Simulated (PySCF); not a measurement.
**Correlation energy of Ni¹³⁺ (nickel, charge +13)**

[Ne] 3s2 3p3, high-spin 4S determinant. Calculation: PySCF 2.14, in an even-tempered Gaussian basis (17 s from 0.93 bohr⁻², ratio 2.5; 11 p from 1.2 bohr⁻², ratio 2.5; 5 d from 6.3 bohr⁻², ratio 2.7; 4 f from 9.5 bohr⁻², ratio 2.7); no relativity, point nucleus. Frozen: 1s2; 13 electrons correlated; the 18 highest virtual orbitals of each spin left out.

| level | correlation energy (mhartree) |
| --- | --- |
| CCSD | -478.38 |
| (T) | -2.44 |
| CCSD(T) | -480.82 |

Diagnostics: T1 = 0.0012, D1 = 0.0039, largest double amplitude 0.039.

Cost of the coupled-cluster step: of the order of 24 core-seconds, for 13 correlated electrons.
